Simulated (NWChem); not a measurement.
System: NiO, triplet; SMILES [Ni]=[O]

Excerpt of the output:

```
             Northwest Computational Chemistry Package (NWChem) 7.3.0
             --------------------------------------------------------

 ORDER OF PRIMARY AXIS IS BEING SET TO 4
 C4V symmetry detected

                             Geometry "geometry" -> ""
                             -------------------------

 Output coordinates in angstroms (scale by  1.889725989 to convert to a.u.)

  No.       Tag          Charge          X              Y              Z
 ---- ---------------- ---------- -------------- -------------- --------------
    1 Ni                  28.0000     0.00000000     0.00000000    -0.35630467
    2 O                    8.0000     0.00000000     0.00000000     1.24706633

 Effective nuclear repulsion energy (a.u.)      73.9290555810

      Symmetry information
      --------------------

 Group name             C4v
 Group number             18
 Group order               8
 No. of unique centers     2

                                Z-matrix (autoz)
                                --------

 Units are Angstrom for bonds and degrees for angles

      Type          Name      I     J     K     L     M      Value
      ----------- --------  ----- ----- ----- ----- ----- ----------
    1 Stretch                  1     2                       1.60337

                           NWChem Geometry Optimization
                           ----------------------------

 maximum gradient threshold         (gmax) =   0.000450
 rms gradient threshold             (grms) =   0.000300
 maximum cartesian step threshold   (xmax) =   0.001800
 rms cartesian step threshold       (xrms) =   0.001200
 fixed trust radius                (trust) =   0.300000
 source of zmatrix                         =   autoz

          -------------------
          Energy Minimization
          -------------------

 Using diagonal initial Hessian
 Scaling for Hessian diagonals: bonds = 1.00  angles = 0.25  torsions = 0.10

          --------
          Step   0

                                 NWChem DFT Module
                                 -----------------

[...]

      ----------------------
      Optimization converged
      ----------------------

  Step       Energy      Delta E   Gmax     Grms     Xrms     Xmax
  ---- ---------------- -------- -------- -------- -------- --------
@    3   -1575.60146013 -4.0D-07  0.00000  0.00000  0.00002  0.00004
                                     ok       ok       ok       ok

                                Z-matrix (autoz)
                                --------

 Units are Angstrom for bonds and degrees for angles

      Type          Name      I     J     K     L     M      Value     Gradient
      ----------- --------  ----- ----- ----- ----- ----- ---------- ----------
    1 Stretch                  1     2                       1.54106   -0.00000

                         Geometry "geometry" -> "geometry"
                         ---------------------------------

 Output coordinates in angstroms (scale by  1.889725989 to convert to a.u.)

  No.       Tag          Charge          X              Y              Z
 ---- ---------------- ---------- -------------- -------------- --------------
    1 Ni                  28.0000     0.00000000     0.00000000    -0.32514853
    2 O                    8.0000     0.00000000     0.00000000     1.21591019

 Effective nuclear repulsion energy (a.u.)      76.9183563947

      Symmetry information
      --------------------

 Group name             C4v
 Group number             18
 Group order               8
 No. of unique centers     2

                Final and change from initial internal coordinates
                --------------------------------------------------

                                Z-matrix (autoz)
                                --------

 Units are Angstrom for bonds and degrees for angles

[...]

 Rotational Constants
 --------------------
 A=   0.000000 cm-1  (  0.000000 K)
 B=   0.566316 cm-1  (  0.814784 K)
 C=   0.566316 cm-1  (  0.814784 K)

 Temperature                      =   298.15K
 frequency scaling parameter      =   1.0000

 Linear Molecule

 Zero-Point correction to Energy  =    1.538 kcal/mol  (  0.002451 au)
 Thermal correction to Energy     =    3.036 kcal/mol  (  0.004838 au)
 Thermal correction to Enthalpy   =    3.628 kcal/mol  (  0.005782 au)

 Total Entropy                    =   52.579 cal/mol-K
   - Translational                =   38.800 cal/mol-K (mol. weight =  73.9302)
   - Rotational                   =   13.710 cal/mol-K (symmetry #  =        1)
   - Vibrational                  =    0.069 cal/mol-K

 Cv (constant volume heat capacity) =    5.266 cal/mol-K
   - Translational                  =    2.979 cal/mol-K
   - Rotational                     =    1.986 cal/mol-K
   - Vibrational                    =    0.301 cal/mol-K

[normal modes left out]

 ----------------------------------------------------------------------------
 Normal Eigenvalue ||           Projected Infra Red Intensities
  Mode   [cm**-1]  || [atomic units] [(debye/angs)**2] [(KM/mol)] [arbitrary]
 ------ ---------- || -------------- ----------------- ---------- -----------
    1       -0.000 ||    0.000000           0.000         0.000       0.000
    2       -0.000 ||    0.015425           0.356        15.037       6.628
    3       -0.000 ||    0.001493           0.034         1.455       0.641
    4        0.000 ||    0.001493           0.034         1.455       0.641
    5        0.000 ||    0.015425           0.356        15.037       6.628
    6     1076.398 ||    0.105800           2.441       103.139      45.461
 ----------------------------------------------------------------------------
```

Level: B3LYP/3-21G, spin-unrestricted. No stability test was run on the SCF state.

Reconstruct the input file.

This is not unique; one that fits is the input that was run:
```
start job
memory heap 200 mb stack 900 mb global 1100 mb
geometry units angstroms
  Ni     0.000000     0.000000    -0.351588
  O      0.000000     0.000000     1.251783
end
basis spherical
  * library 3-21g
end
dft
  odft
  mult 3
  xc b3lyp
  iterations 150
  convergence damp 70 ncydp 30 lshift 0.3 ncysh 40
end
driver
  maxiter 120
end
task dft optimize
task dft freq
```
